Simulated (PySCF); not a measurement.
A structure optimised at B3LYP-D3(BJ)/def2-TZVPD, used in a PySCF frequency run:

```xyz
2

Sr     0.0000     0.0000    -0.7679
Cl     0.0000     0.0000     1.7164
```
Charge +1, spin multiplicity 1.

Q: Write its SMILES, formula and point group.

A: [Cl][Sr+], ClSr, C∞v

Q: What are its rotational constants (standard atomic weights)?

A: 3.2445 GHz (linear rotor, B only)
